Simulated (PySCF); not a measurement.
# TlP at B97-3

Level: B97-3. basis Tl x2c-TZVPPall, P x2c-TZVPPall; spin-free X2C with a Gaussian nucleus; PySCF 2.14.

For TlP, the state is triplet, unpaired electrons π ↑↑, a mixture of terms (⟨Lz²⟩ = 0.5), the bond length is 2.738 Å and the harmonic wavenumber is 227 cm⁻¹. The force constant is 0.818 mdyn/Å, the rotational constant Be is 0.08357 cm⁻¹ and the anharmonicity ωexe is 0.716 cm⁻¹. The vibration–rotation constant αe is 0.000379 cm⁻¹. The well depth De to Tl + P is 2.00 eV. The dissociation energy D0 is 1.98 eV. The bond order (Mayer) is 0.99 and the dipole moment (positive dipole means Tl(−)P(+)) is -3.12 D.

These are scalar-relativistic numbers at best; spin–orbit coupling would shift them, the dissociation energy most. The state was picked by a PBE0 search and need not be the measured ground state.
